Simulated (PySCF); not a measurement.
Predicted microwave data (PySCF, PBE0-D3(BJ)/def2-SVP geometry optimisation, gas phase) for one isomer of C2H10GeOSi2:

```
Rotational constants : A = 1560, B = 955.8, C = 650.6 MHz
Dipole components    : |μa| = 1.50 D, |μb| = 1.01 D, |μc| = 1.27 D
Inertial defect      : -75.96 u·Å²
κ                    : -0.33
```

**Question.** Which structure is it? (One computed conformer of each.)
A. `[GeH3:1][O:2][CH:3]1[SiH2:4][CH2:5][SiH2:6]1` with Ge1–O2–C3–Si4 64°, O2–C3–Si4–C5 145°, C3–Si4–C5–Si6 -22°, Si4–C5–Si6–C3 22°, O2–C3–Si6–C5 -150°
B. `[CH3:1][C:2](=[O:3])[SiH2:4][SiH2:5][GeH3:6]` with C1–C2–Si4–Si5 -108°, C2–Si4–Si5–Ge6 54°
C. `[CH3:1][C:2](=[O:3])[Si@@H:4]([SiH3:5])[GeH3:6]` with C1–C2–Si4–Si5 67°

**Answer.** C. It is CC(=O)[Si@@H]([SiH3])[GeH3], an asymmetric top, point group C1. The candidates at the same level (rigid rotor, commonest isotopes):

| SMILES | A (MHz) | B (MHz) | C (MHz) | μa (D) | μb (D) | μc (D) | Δ (u·Å²) | point group | rotor |
| --- | --- | --- | --- | --- | --- | --- | --- | --- | --- |
| CC(=O)[SiH2][SiH2][GeH3] | 1965 | 780.0 | 648.1 | 0.52 | 0.41 | 2.03 | -125.31 | C1 | asymmetric top |
| [GeH3][O]C1[SiH2]C[SiH2]1 | 3574 | 691.9 | 602.2 | 0.19 | 0.91 | 0.89 | -32.63 | C1 | near-prolate asymmetric top |
| CC(=O)[Si@@H]([SiH3])[GeH3] | 1560 | 955.8 | 650.6 | 1.50 | 1.01 | 1.27 | -75.96 | C1 | asymmetric top |

`CC(=O)[SiH2][SiH2][GeH3]` has A 26 % too high; `[GeH3][O]C1[SiH2]C[SiH2]1` has A 129 % too high. No structure here is proved a minimum.
